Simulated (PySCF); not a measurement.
C₄H₁₁FSi, SMILES CC(C)C[SiH2]F.

Coordinates come from a B3LYP-D3(BJ)/def2-SVP optimisation. The structure was generated by enumeration, and PubChem lists no compound with its InChIKey, so it may never have been made. The values are those of a single conformer.

Two levels are set side by side: TDA-PBE/def2-SVPD (PySCF) and TDA-ωB97X/def2-SVPD (PySCF). Vertical, same geometry. The lowest singlet is HOMO→LUMO 99 % with PBE and HOMO→LUMO 54 %, HOMO→LUMO+1 31 % with the other functional; states are paired by order. Differences are taken from unrounded values.

```tsv
quantity	TDA-ωB97X
lowest singlet excitation (eV)	8.05
lowest triplet excitation (TDA) (eV)	7.72
```

**Question.** What does TDA-PBE give, and how far is it from TDA-ωB97X? (The exact figures need the calculation; the answer reports its results.)

**Answer.** 
```csv
quantity,TDA-PBE,TDA-PBE minus TDA-ωB97X
lowest singlet excitation (eV),6.83,-1.22
lowest triplet excitation (TDA) (eV),6.57,-1.15
```

Functionals without exact exchange tend to place singlet excitations lower, as here. Differences between two approximate levels are no errors against the true value.

Rough cost on one machine, each run with all the roots and properties that it gave: TDA-ωB97X against TDA-PBE about 6 times.
